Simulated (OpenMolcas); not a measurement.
Si2+: terms and fine structure

```
Program             : OpenMolcas 26.06
Method              : MS-RASPT2, IPEA 0.25 Eh, imaginary shift 0.1 Eh (closed shells correlated: 2s 2p)
Basis               : ANO-RCC-VQZP [6s5p3d2f1g]
Scalar Hamiltonian  : DKH2, point nucleus
Active space        : 2 electrons in 9 orbitals (RAS2 3s 3p; RAS3 3d, at most 2 electrons)
State averaging     : 2S+1 = 3 even, 3 roots; 2S+1 = 1 even, 7 roots; 2S+1 = 3 odd, 3 roots; 2S+1 = 1 odd, 3 roots
Spin-orbit coupling : RASSI with atomic mean-field integrals over the reference wave functions, term energies averaged over their components
```

With spin-orbit coupling, above the lowest level:

```tsv
Configuration	Term	J	E (cm⁻¹)	Measured (cm⁻¹)	g	Term weight %
3s²	¹S	0	0.0	0.0		100
3s 3p	³P°	0	51980	52725		100
3s 3p	³P°	1	52090	52853	1.501	100
3s 3p	³P°	2	52300	53115	1.501	100
3s 3p	¹P°	1	83090	82884	1.000	100
3p²	¹D	2	121510	122215	1.000	100
```

Against the 5 measured excited levels shown (NIST levels in Kelleher and Podobedova, J. Phys. Chem. Ref. Data 37, 1285 (2008)) the mean absolute deviation is 650 cm-1; the largest miss in energy is 3s 3p ³P°₂: computed 52300, measured 53115 cm⁻¹ (-1.5 %).

CASPT2 breaks the degeneracy within a term, and the mean is taken; among the terms shown or strongly mixed into the levels shown the widest spread is 11 cm-1 (3p² ¹D). Configurations are named by rounded mean occupations; where the s occupation lies near a half they are strongly mixed, a name can repeat and a true partner stay unpaired. Active for correlation alone: 3d; no level in the range computed is led by a configuration that fills it, so any true level of that kind is missing. Some terms mix strongly with configurations of 3d, whose occupation reaches 0.32 (3p² ¹D). Measured partners are found by configuration, term and J. A level has none where our copy of the source lacks it or the pairing is in doubt (some pairs that miss far off the trend of their configuration count as doubtful), and it then counts in no deviation. Only configurations of the active space appear. The first state left out of the spin-orbit step lies near 160000 cm-1 above the lowest spin-free state of the reference (among the parities and spins computed), and the list stops at four fifths of that energy or lower.

The term weight is that of the spin-free term in the level, not the purity of its configuration. ° marks odd parity.
